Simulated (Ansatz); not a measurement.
Consider the ligand exchange at the Al–O bond: `C[SiH](F)[O][AlH2]` + `NC[SiH2]N` → `NC[SiH2][NH][AlH2]` + `C[SiH](O)F`.

Gas-phase electronic energies from Ansatz, PBE0-D4/def2-TZVP geometries. CBS: MP2 limit from def2 TZ/QZ plus the TZ coupled-cluster correction, frozen cores. DFT in def2-TZVPP. B3LYP here is the variant with VWN-RPA as its local correlation; programs differ in this. Each species was taken in one conformer, which may not be the lowest.

| level | ΔE (kJ/mol) | difference from CCSD(T)/CBS |
| --- | --- | --- |
| r2SCAN-D4 | 60.8 | 0.4 |
| B3LYP-D4 | 63.7 | 3.3 |
| ωB97M-V | 60.9 | 0.5 |
| B2PLYP | 63.4 | 3.0 |
| PBE | 54.6 | -5.8 |
| B3LYP | 64.3 | 3.9 |
| HF/def2-TZVPP | 73.3 | 12.9 |
| MP2/def2-TZVPP | 60.3 | -0.1 |
| SCS-MP2/def2-TZVPP | 62.6 | 2.2 |
| CCSD/def2-TZVPP | 62.4 | 2.0 |
| CCSD(T)/def2-TZVPP | 59.8 | -0.6 |
| MP2/def2-QZVPP | 60.9 | 0.5 |
| SCS-MP2/def2-QZVPP | 63.2 | 2.8 |
| HF/CBS(def2) | 74.4 | 14.0 |
| MP2/CBS(def2) | 60.8 | 0.4 |
| CCSD/CBS(def2) | 63.0 | 2.6 |
| CCSD(T)/CBS | 60.4 | 0 |

Largest T1 diagnostic among the species: 0.012.

From PBE to PBE0 (25 % exact exchange), in def2-TZVPP and without D4, ΔE moves by +3.5 kJ/mol. In def2-TZVPP, CCSD(T) changes the Hartree–Fock value by −13.4 kJ/mol (the triples alone add −2.6 kJ/mol) and MP2 by −13.0 kJ/mol.
